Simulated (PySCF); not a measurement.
C2H8FNSi2, SMILES N1C[Si@H](C)[Si@@H]1F. Geometry: PBE-D3(BJ)/def2-SVP. The structure was generated by enumeration; whether it is a known compound was not checked.

Problem. Give the equilibrium geometry at PBE-D3(BJ)/def2-SVP (PySCF confirms it by a frequency run) as Cartesian coordinates in Å. (The exact figures need the calculation; the answer reports its results.)

Solution. 
```xyz
14

C      2.4500    -0.7333    -0.1431
Si     0.8805     0.0183    -0.8772
C     -0.6241    -1.1953    -1.0944
N     -1.5969    -0.4342    -0.2894
Si    -0.7909     0.8810     0.5142
F     -0.5698     0.6691     2.1409
H      2.9147    -1.4530    -0.8478
H      2.2145    -1.2641     0.8007
H      3.1960     0.0555     0.0816
H      1.1860     0.7726    -2.1462
H     -0.9366    -1.3101    -2.1575
H     -0.4108    -2.2158    -0.6967
H     -2.5564    -0.7854    -0.2175
H     -1.5113     2.2000     0.4478
```
Charge 0, spin multiplicity 1.
